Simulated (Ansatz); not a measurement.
`CS[Si]O`, relaxed with RKS PBE0-D4/def2-TZVP in the Gaussian-basis code of Ansatz from a PBE-D4/def2-SVP geometry. The force threshold is 0.005 eV/Å; the program also tests the step.

The species carries charge 0 and has multiplicity 1.

Start:

```xyz
8

C     0.972    0.423   -0.112
S    -0.316    0.779   -1.368
Si   -2.107   -0.309   -0.711
O    -1.614   -1.052    0.722
H     1.113   -0.668    0.030
H     1.925    0.842   -0.484
H     0.736    0.907    0.857
H    -0.709   -0.921    1.067
```

Task: By how much does the energy fall, and how many steps does the optimiser take? (Best estimate.)

Result: Computed: 1.28 kcal/mol, in 9 steps, 1 of them rejected.

Task: Which bonds change most? (An estimate is asked.)

Result: Computed: Si3–O4 from 1.688 to 1.651 Å; S2–Si3 from 2.196 to 2.160 Å; C1–S2 from 1.833 to 1.813 Å; C1–H5 from 1.109 to 1.091 Å.

Task: Give the relaxed structure. (An estimate is asked.)

Result: Computed: 
```xyz
8

C     0.983    0.406   -0.120
S    -0.301    0.715   -1.362
Si   -2.090   -0.294   -0.692
O    -1.637   -0.995    0.732
H     1.202   -0.660   -0.034
H     1.888    0.913   -0.455
H     0.702    0.817    0.850
H    -0.746   -0.902    1.082
```
